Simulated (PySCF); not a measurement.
An unknown is described by computed data only.

Formula: C3H3F3O2S.

- Polarisability: 65.5 au [CAM-B3LYP/def2-SVPD]
- Triplet: lowest triplet excitation (Tamm–Dancoff): 4.42 eV [TDA CAM-B3LYP/def2-SVPD]
- Dipole: 4.45 D [CAM-B3LYP/def2-SVPD]
- UV, strongest line: among the 8 lowest singlet transitions: S3 at 7.41 eV (167 nm, f = 0.293) [TDDFT CAM-B3LYP/def2-SVPD]
- UV, first state: lowest singlet excitation: 6.21 eV (200 nm, f = 0.003) [TDDFT CAM-B3LYP/def2-SVPD]
- Rotational structure: rotational constants A, B, C: 1.992, 1.295, 1.126 GHz [GFN2-xTB]
- NMR, other nuclei: isotropic shieldings of nuclei other than C and H, by class: 146 (2 O), 261 (3 F), 203 (1 S) ppm [GIAO PBE0/pcSseg-1]
- 1H NMR: chemical shifts (computed TMS as zero) by class: 6.98 (1 H), 6.93 (1 H), 6.73 (1 H) ppm [GIAO PBE0/pcSseg-1]
- 13C NMR: chemical shifts (computed TMS as zero) by class: 145.5 (1 C), 143.5 (1 C), 132.1 (1 C) ppm [GIAO PBE0/pcSseg-1]

The electronic properties come from PySCF, for the isolated species, density fitting. Levels stand in brackets. Isolated species at its GFN2-xTB geometry (one conformer only). NMR classes are plain means over equivalent atoms (diastereotopic ones count apart unless rotation or inversion swaps them), as if these changed places fast.

Task: What is the compound? Reason from the data.

Result: Numbering: `[CH2:1]=[CH:2][S:3](=[O:4])(=[O:5])[C:6]([F:7])([F:8])[F:9]`. 3 carbons fall into 3 classes; from least to most shielded: terminal =CH2 carbon [C1] (145.5 ppm), alkene CH carbon [C2] (143.5 ppm), CF3 carbon [C6] (132.1 ppm). Hydrogen classes from least to most shielded: 1 H on a terminal =CH2 carbon, C1 (6.98 ppm), 1 H on a terminal =CH2 carbon, C1 (6.93 ppm), 1 H on an alkene CH carbon, C2 (6.73 ppm). The other shieldings belong to: 146 ppm, sulfonyl oxygen [O4/O5]; 261 ppm, fluorine of a CF3 group [F7/F8/F9]; 203 ppm, sulfonyl sulfur [S3]. S1 is mainly HOMO→LUMO (weight 0.94); the largest Löwdin shares of the orbital it empties are 0.26 on a sulfonyl oxygen, 0.20 on a sulfonyl oxygen, 0.12 on the sulfonyl sulfur and 0.12 on the CF3 carbon, of the orbital it fills 0.36 on the terminal =CH2 carbon, 0.27 on the alkene CH carbon, 0.11 on the sulfonyl sulfur and 0.06 on a vinylic hydrogen. The optimised geometry has point group C1 and is an asymmetric top. Structure: `C=CS(=O)(=O)C(F)(F)F`. The assignments are read from this structure; whether some other isomer fits the data as well wasn't checked.

The values belong to the conformer `[CH2:1]=[CH:2][S:3](=[O:4])(=[O:5])[C:6]([F:7])([F:8])[F:9]`: C1–C2–S3–O4 148°, C2–S3–C6–F7 60°.
